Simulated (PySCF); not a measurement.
## Dipole moment and polarisability of `C=C1O[SiH2]C=C[Si@@H]1O`

C4H8O2Si2.
Cartesian coordinates in Å at the GFN2-xTB level; atoms count from 1:
```
atom  x, y, z in Å
C1    -2.4475   -0.5510   -0.0271
C2    -1.1408   -0.3854   -0.2127
O3    -0.3815   -1.4723   -0.5255
Si4    1.2199   -1.5802   -0.7707
C5     2.0936   -0.2434    0.2291
C6     1.4777    0.8973    0.5429
Si7   -0.2642    1.2890   -0.0527
O8    -1.0785    2.2992    0.9322
H9    -2.9232   -1.5131   -0.1252
H10   -3.0706    0.2885    0.2197
H11    1.4986   -2.9215   -0.2692
H12    1.5099   -1.4006   -2.1976
H13    3.1027   -0.4214    0.5847
H14    1.9948    1.6374    1.1479
H15   -0.2885    2.0277   -1.3125
H16   -1.3100    2.0588    1.8254
```

Level: B3LYP/def2-SVPD (PySCF), static field, nuclei fixed, core orbitals frozen in the response. The polarisability tensor in these axes (au):

```
x   118.33  -6.20  -3.21
y    -6.20 106.78   9.25
z    -3.21   9.25  81.42
```

Give the principal values, the mean and the anisotropy Δα = √{½[(α1 − α2)² + (α2 − α3)² + (α1 − α3)²]}.

Principal values 78.37, 105.97 and 122.19 au; mean 102.18 au = 15.14 Å³ = 16.85 × 10⁻⁴⁰ C²·m²/J; Δα = 38.37 au (38 % of the mean).

What is the dipole moment, and where does it point?

(1.19, -0.17, 1.31) D, 1.78 D in size, pointing from the negative to the positive side. Measured along this direction, the outermost atoms are H10 and H9 at the negative end and H13 at the positive end.

What would n − 1 = 2πNα be for an ideal gas of these molecules at 500 K and 1 atm, electronic part alone?

N = p/kT = 1.4678 × 10¹⁹ cm⁻³, so n − 1 = 2π × N × 15.14 × 10⁻²⁴ cm³ = 1396 × 10⁻⁶ at long wavelengths.

Find the Langevin capture rate constant for H3O+ (19.018 u) meeting this molecule (144.006 u), k = 2.342 × 10⁻⁹ cm³/s × √(α in Å³ / reduced mass in u).

The reduced mass is 16.80 u, so k = 2.22 × 10⁻⁹ cm³/s. The formula leaves out the permanent dipole, which adds to the capture rate.

In TDDFT the mean static polarisability is Σ f/ω² over all singlet excitations (ω in hartree). How much of it do the 8 lowest give? Their energies (eV) and oscillator strengths: 4.45, 0.0124; 5.21, 0.0046; 5.64, 0.0277; 5.92, 0.0353; 6.15, 0.0647; 6.20, 0.0757; 6.36, 0.2134; 6.43, 0.0619.

They add up to 9.72 au, 9.5 % of the 102.18 au; the largest single term is 3.91 au, from the state at 6.36 eV. Terms in order: 0.46, 0.13, 0.64, 0.75, 1.27, 1.46, 3.91, 1.11 au. Higher excitations give the rest. The strengths listed sum to 0.496.

Isolated species at its GFN2-xTB geometry (one conformer only).
